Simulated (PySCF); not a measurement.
# Stationary points of TiF₄

Level of theory: B3LYP in PySCF with Ti def2-SVP, F def2-SVP; no relativity; density-fitted integrals.

Relaxations began from a few typed shapes. The search is not exhaustive: other isomers or separated fragments can lie lower, and high-lying points may rest on an excited occupation.

```json
{"spin": "singlet", "group": "Td", "bonds": "Ti–F 1.734 Å (×4)", "angles": "F–Ti–F 109.5° (×6)", "imaginary modes (cm⁻¹)": "none", "ΔE (kJ/mol)": "0.0", "ΔE with ZPE (kJ/mol)": "0.0"}
{"spin": "singlet", "group": "Td", "bonds": "Ti–F 1.735 Å (×4)", "angles": "F–Ti–F 109.5° (×6)", "imaginary modes (cm⁻¹)": "none", "ΔE (kJ/mol)": "0.2", "ΔE with ZPE (kJ/mol)": "-0.1"}
{"spin": "singlet", "group": "D4h", "bonds": "Ti–F 1.770 Å (×4)", "angles": "F–Ti–F 90.0° (×4), F–Ti–F 180.0° (×2)", "imaginary modes (cm⁻¹)": "221i, 83i", "ΔE (kJ/mol)": "250.6", "ΔE with ZPE (kJ/mol)": "–"}
```

The lowest minimum found is the singlet Td: Ti–F 1.734 Å (×4); F–Ti–F 109.5° (×6).

Formally Ti is in oxidation state +4, d0. The polar-tensor charge on Ti, 2.49, is below the formal one.

For the lowest minimum: stability towards spin polarisation was not tested.
